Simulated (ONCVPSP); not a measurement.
## Reading a pseudo-wave (Si (Z = 14))

Columns: radius, all-electron u(r) and pseudo u(r) of the 3s shell (level -14.68 eV) of silicon in the configuration [Ne] 3s2 3p1.5; PBEsol, scalar-relativistic, ONCV scheme, ONCVPSP 4.0.1.

```
r (bohr)  all-electron  pseudo
   0.080        0.1630  0.0181
   0.160       -0.0300  0.0382
   0.240       -0.2202  0.0609
   0.320       -0.3250  0.0859
   0.400       -0.3454  0.1128
   0.480       -0.3028  0.1426
   0.560       -0.2197  0.1768
   0.640       -0.1142  0.2163
   0.720        0.0005  0.2602
   0.800        0.1154  0.3064
   0.880        0.2247  0.3536
   0.960        0.3250  0.4024
   1.040        0.4144  0.4540
   1.120        0.4922  0.5084
   1.200        0.5584  0.5632
   1.280        0.6135  0.6144
   1.360        0.6581  0.6581
   1.440        0.6928  0.6928
   1.520        0.7185  0.7185
   1.600        0.7359  0.7359
   1.680        0.7460  0.7460
   1.760        0.7496  0.7496
   1.840        0.7476  0.7476
   1.920        0.7408  0.7407
   2.000        0.7298  0.7298
   2.080        0.7155  0.7154
```

(1) How many radial nodes do the two functions have?

(2) At about which radius was the pseudo-wave matched?

(3) Is the pseudo-wave norm-conserving?

Results:

(1) The all-electron 3s function has n − l − 1 = 2; the pseudo-wave has 0, since the states of the same l below it are removed with the core.

(2) 1.50 bohr. The columns agree to 0.0005 from 1.36 bohr on; several derivatives are matched, so the curves merge somewhat inside the radius.

(3) Yes: the ONCV scheme keeps the norm inside the radius equal to the all-electron one, which fixes the energy derivative of the logarithmic derivative at the level.
